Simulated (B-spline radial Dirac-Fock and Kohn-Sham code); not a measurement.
Level of theory: the Dirac equation of a negative muon with reduced mass in the field of a spherical finite nucleus, with the Uehling potential to all orders; nuclear polarisation, deformation, hyperfine structure, self-energy, higher-order vacuum polarisation, relativistic recoil and electron screening are left out; a radial atomic solver. The nuclear charge is a Fermi distribution (skin thickness 2.3 fm).

Problem. A muonic atom of atomic mass 18.00 u emits these computed lines: 2p3/2 → 1s1/2 133.6 keV, 3d5/2 → 2p3/2 24.91 keV, 4f7/2 → 3d5/2 8.705 keV, 5g9/2 → 4f7/2 4.027 keV. Which element is it, and what rms charge radius was used?

Solution. Oxygen (Z = 8, nuclide ¹⁸O); the high transitions hardly feel the nucleus and fix Z. The 2p → 1s line lies 0.7589 keV below the value for a point nucleus without QED, which for this nuclear model gives a radius near 2.77 fm (2.7726 fm was used).
